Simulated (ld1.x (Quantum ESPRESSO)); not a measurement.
## I, TM: configuration errors across variants

I (Z = 53), norm-conserving Troullier–Martins (Kleinman–Bylander form), made with ld1.x (Quantum ESPRESSO) 7.5 (LDA (PZ), scalar-relativistic). Core [Ar] 3d10, reference 4s2 4p6 4d10 5s2 5p4 (charge +1). Waves: 4s (bound): rc 1.00 bohr; 4p (bound): rc 1.30 bohr; 4d (bound): rc 1.35 bohr. Local part: the d channel. Core correction: none.

Occupied shells without a wave of their own: 5p, 5s. They enter only through the test configuration that unscreens the potential.

All-electron excitation energies from the reference (eV): (1) 4s2 4p6 4d10 5s2 5p5 -11.305; (2) 4s2 4p6 4d10 5s2 5p3 20.064; (3) 4s2 4p6 4d10 5s2 5p2 49.678; (4) 4s2 4p6 4d9 5s2 5p6 34.470; (5) 4s2 4p6 4d10 5s1 5p5 11.069; (6) 4s2 4p5 4d10 5s2 5p5 124.873; (7) 4s2 4p6 4d9 5s2 5p5 47.009; (8) 4s2 4p6 4d10 5s2 5p4 spin -0.561; (9) 4s2 4p6 4d10 5s2 5p5 spin -11.425.

Spin tests fill each open shell by Hund’s rule, majority spin first.

For the base: The 5p, 5s levels have no wave, so the channel is fitted at the deeper level alone: the likely source of the large errors.

6 further variants failed, have other tests or another functional or relativity, and are left out.

The file “base” misses its own reference levels by 1.3 eV. The file “wave 4p (bound): rc 1.30 bohr becomes 4p (bound): rc 1.48 bohr” misses its own reference levels by 1.3 eV. The file “wave 4d (bound): rc 1.35 bohr becomes 4d (bound): rc 1.94 bohr” misses its own reference levels by 3.1 eV.

Errors AE − PS in meV (a dash: test not solved or not reliable):

```csv
change,(1),(2),(3),(4),(5),(6),(7),(8),(9),bound ghosts
base,+264,-397,-940,+804,-956,+468,+531,+8.0,+266,none
wave 4p (bound): rc 1.30 bohr becomes 4p (bound): rc 1.48 bohr,+365,-544,-1287,+1077,-825,+626,+697,+8.4,+367,none
wave 4d (bound): rc 1.35 bohr becomes 4d (bound): rc 1.94 bohr,-648,+851,+1854,-1004,-4086,-444,-290,-1.8,-649,none
```

(1) Give the same row for: wave 4s (bound): rc 1.00 bohr becomes 4s (bound): rc 0.84 bohr.

Answers

(1) +266, -395, -934, +779, +24, +412, +501, +4.3, +267; bound ghosts: none.
